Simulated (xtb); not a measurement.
xtb input file for C₃H₇FOSi, SMILES [Si@H](CC=C)(F)O, GFN2-xTB. 

```
$ xtb mol.xyz --gfn 2 --sp --chrg 0 --uhf 0 --json
$ cat mol.xyz
13

C     -2.78303455     0.24723183     0.49639303
C     -1.82647336    -0.64452103     0.31641567
C     -0.45808136    -0.54678433     0.89955246
Si     0.85279422    -0.18306654    -0.42061286
O      2.26951052    -0.12945931     0.35633259
F      0.60457138     1.28049308    -1.05953269
H     -2.63100839     1.12325762     1.10532915
H     -3.75464599     0.14338823     0.04472170
H     -2.00428210    -1.51287965    -0.30506962
H     -0.20743730    -1.48570528     1.39528942
H     -0.43600022     0.23920088     1.65653072
H      0.86534232    -1.06206055    -1.57689065
H      3.03722177     0.29340825    -0.02036428
```

Output:

```
[banner left out]
          |                Calculation Setup                |
           -------------------------------------------------



           -------------------------------------------------
          |                 G F N 2 - x T B                 |
           -------------------------------------------------

        Reference                      10.1021/acs.jctc.8b01176
      * Hamiltonian:
        H0-scaling (s, p, d)           1.850000    2.230000    2.230000
        zeta-weighting                 0.500000
      * Dispersion:
        s8                             2.700000
        a1                             0.520000
        a2                             5.000000
        s9                             5.000000
      * Repulsion:
        kExp                           1.500000    1.000000
        rExp                           1.000000
      * Coulomb:
        alpha                          2.000000
        third order                    shell-resolved
        anisotropic                    true
        a3                             3.000000
        a5                             4.000000
        cn-shift                       1.200000
        cn-exp                         4.000000
        max-rad                        5.000000


          ...................................................
          :                      SETUP                      :
          :.................................................:
          :  # basis functions                  37          :
          :  # atomic orbitals                  36          :
          :  # shells                           20          :
          :  # electrons                        36          :
          :  max. iterations                   250          :
          :  Hamiltonian                  GFN2-xTB          :
          :  restarted?                      false          :
          :  GBSA solvation                  false          :
          :  PC potential                    false          :
          :  electronic temp.          300.0000000     K    :
          :  accuracy                    1.0000000          :
          :  -> integral cutoff          0.2500000E+02      :
          :  -> integral neglect         0.1000000E-07      :
          :  -> SCF convergence          0.1000000E-05 Eh   :
          :  -> wf. convergence          0.1000000E-03 e    :
          :  Broyden damping             0.4000000          :
          :  net charge                          0          :
          :  unpaired electrons                  0          :
          ...................................................

 iter      E             dE          RMSdq      gap      omega  full diag
   1    -20.7510215 -0.207510E+02  0.603E+00    5.16       0.0  T
   2    -20.8109032 -0.598817E-01  0.323E+00    5.04       1.0  T
   3    -20.8066784  0.422487E-02  0.200E+00    5.10       1.0  T
   4    -20.8190502 -0.123718E-01  0.886E-01    5.07       1.0  T
   5    -20.8199667 -0.916513E-03  0.491E-01    5.09       1.0  T
   6    -20.8203278 -0.361141E-03  0.241E-01    5.08       1.0  T
   7    -20.8206661 -0.338315E-03  0.852E-02    5.08       1.0  T
   8    -20.8206639  0.218683E-05  0.256E-02    5.08       1.1  T
   9    -20.8206674 -0.348959E-05  0.471E-03    5.08       5.9  T
  10    -20.8206674 -0.788438E-08  0.170E-03    5.08      16.3  T
  11    -20.8206674  0.310061E-08  0.122E-03    5.08      22.7  T
  12    -20.8206674 -0.538745E-08  0.289E-04    5.08      95.9  T
  13    -20.8206674 -0.410118E-09  0.131E-04    5.08     211.5  T

   *** convergence criteria satisfied after 13 iterations ***

         #    Occupation            Energy/Eh            Energy/eV
      -------------------------------------------------------------
         1        2.0000           -0.8510805             -23.1591
       ...           ...                  ...                  ...
        12        2.0000           -0.4836781             -13.1616
        13        2.0000           -0.4750578             -12.9270
        14        2.0000           -0.4705352             -12.8039
        15        2.0000           -0.4519138             -12.2972
        16        2.0000           -0.4290783             -11.6758
        17        2.0000           -0.4249646             -11.5639
        18        2.0000           -0.3843985             -10.4600 (HOMO)
        19                         -0.1977146              -5.3801 (LUMO)
        20                         -0.1546757              -4.2089
        21                         -0.1453997              -3.9565
        22                         -0.0971864              -2.6446
        23                         -0.0005651              -0.0154
       ...                                ...                  ...
        36                          0.9019206              24.5425
      -------------------------------------------------------------
                  HL-Gap            0.1866838 Eh            5.0799 eV
             Fermi-level           -0.2910565 Eh           -7.9201 eV

 SCC (total)                   0 d,  0 h,  0 min,  0.008 sec
 SCC setup                      ...        0 min,  0.000 sec (  1.017%)
 Dispersion                     ...        0 min,  0.000 sec (  0.969%)
 classical contributions        ...        0 min,  0.000 sec (  0.231%)
 integral evaluation            ...        0 min,  0.001 sec ( 15.718%)
 iterations                     ...        0 min,  0.004 sec ( 47.025%)
 molecular gradient             ...        0 min,  0.003 sec ( 34.020%)
 printout                       ...        0 min,  0.000 sec (  0.921%)

         :::::::::::::::::::::::::::::::::::::::::::::::::::::
         ::                     SUMMARY                     ::
         :::::::::::::::::::::::::::::::::::::::::::::::::::::
         :: total energy             -20.597137841749 Eh    ::
         :: gradient norm              0.000156522270 Eh/a0 ::
         :: HOMO-LUMO gap              5.079925975774 eV    ::
         ::.................................................::
         :: SCC energy               -20.820660126606 Eh    ::
         :: -> isotropic ES            0.053078029210 Eh    ::
         :: -> anisotropic ES          0.003082236990 Eh    ::
         :: -> anisotropic XC          0.005198632559 Eh    ::
         :: -> dispersion             -0.007692816493 Eh    ::
         :: repulsion energy           0.223522284857 Eh    ::
         :: add. restraining           0.000000000000 Eh    ::
         :: total charge               0.000000000000 e     ::
         :::::::::::::::::::::::::::::::::::::::::::::::::::::

           -------------------------------------------------
          |                Property Printout                |
           -------------------------------------------------

    * Orbital Energies and Occupations

         #    Occupation            Energy/Eh            Energy/eV
      -------------------------------------------------------------
         1        2.0000           -0.8510805             -23.1591
       ...           ...                  ...                  ...
         6        2.0000           -0.5620751             -15.2948
         7        2.0000           -0.5378518             -14.6357
         8        2.0000           -0.5127493             -13.9526
         9        2.0000           -0.5119650             -13.9313
        10        2.0000           -0.5025041             -13.6738
        11        2.0000           -0.4986606             -13.5692
        12        2.0000           -0.4836781             -13.1616
        13        2.0000           -0.4750578             -12.9270
        14        2.0000           -0.4705352             -12.8039
        15        2.0000           -0.4519138             -12.2972
        16        2.0000           -0.4290783             -11.6758
        17        2.0000           -0.4249646             -11.5639
        18        2.0000           -0.3843985             -10.4600 (HOMO)
        19                         -0.1977146              -5.3801 (LUMO)
        20                         -0.1546757              -4.2089
        21                         -0.1453997              -3.9565
        22                         -0.0971864              -2.6446
        23                         -0.0005651              -0.0154
        24                          0.0400027               1.0885
        25                          0.1156975               3.1483
        26                          0.1368485               3.7238
        27                          0.1445289               3.9328
        28                          0.2054209               5.5898
        29                          0.2116328               5.7588
       ...                                ...                  ...
        36                          0.9019206              24.5425
      -------------------------------------------------------------
                  HL-Gap            0.1866838 Eh            5.0799 eV
             Fermi-level           -0.2910565 Eh           -7.9201 eV

     #   Z          covCN         q      C6AA      α(0)
     1   6 C        2.837    -0.100    30.513     9.052
     2   6 C        2.908    -0.034    28.854     8.808
     3   6 C        3.706    -0.149    23.543     6.936
     4  14 Si       3.300     0.607   116.918    21.951
     5   8 O        1.576    -0.462    22.136     6.349
     6   9 F        0.705    -0.287    12.191     4.123
     7   1 H        0.926     0.035     2.515     2.480
     8   1 H        0.926     0.032     2.559     2.502
     9   1 H        0.925     0.020     2.728     2.583
    10   1 H        0.924     0.037     2.496     2.470
    11   1 H        0.924     0.050     2.315     2.379
    12   1 H        0.921    -0.062     4.391     3.277
    13   1 H        0.809     0.314     0.681     1.295

 Mol. C6AA /au·bohr⁶  :       2032.675651
 Mol. C8AA /au·bohr⁸  :      60623.484315
 Mol. α(0) /au        :         74.206059


Wiberg/Mayer (AO) data.
largest (>0.10) Wiberg bond orders for each atom

 ---------------------------------------------------------------------------
     #   Z sym  total        # sym  WBO       # sym  WBO       # sym  WBO
 ---------------------------------------------------------------------------
     1   6 C    3.990 --     2 C    1.962     8 H    0.977     7 H    0.976
     2   6 C    3.991 --     1 C    1.962     3 C    1.053     9 H    0.971
     3   6 C    3.991 --     2 C    1.053    10 H    0.970    11 H    0.969
                             4 Si   0.853
     4  14 Si   4.033 --     5 O    1.198     6 F    1.048    12 H    0.875
                             3 C    0.853
     5   8 O    2.196 --     4 Si   1.198    13 H    0.880
     6   9 F    1.160 --     4 Si   1.048
     7   1 H    0.999 --     1 C    0.976
     8   1 H    0.999 --     1 C    0.977
     9   1 H    1.000 --     2 C    0.971
    10   1 H    0.999 --     3 C    0.970
    11   1 H    0.997 --     3 C    0.969
    12   1 H    0.996 --     4 Si   0.875
    13   1 H    0.901 --     5 O    0.880
 ---------------------------------------------------------------------------

Topologies differ in total number of bonds
Writing topology from bond orders to xtbtopo.mol

molecular dipole:
                 x           y           z       tot (Debye)
 q only:        0.609      -0.400      -0.096
   full:        0.541      -0.419       0.014       1.740
molecular quadrupole (traceless):
                xx          xy          yy          xz          yz          zz
 q only:        3.662       0.495      -2.017      -1.416       2.241      -1.645
  q+dip:        3.886       0.703      -1.849      -1.494       4.094      -2.037
   full:        4.871       1.368      -2.460      -1.984       2.868      -2.411
Note: The following floating-point exceptions are signalling: IEEE_UNDERFLOW_FLAG IEEE_DENORMAL
normal termination of xtb


           -------------------------------------------------
          | TOTAL ENERGY              -20.597137841749 Eh   |
          | GRADIENT NORM               0.000156522270 Eh/α |
          | HOMO-LUMO GAP               5.079925975774 eV   |
           -------------------------------------------------

------------------------------------------------------------------------
------------------------------------------------------------------------
 total:
 SCF:
```

The run converged.
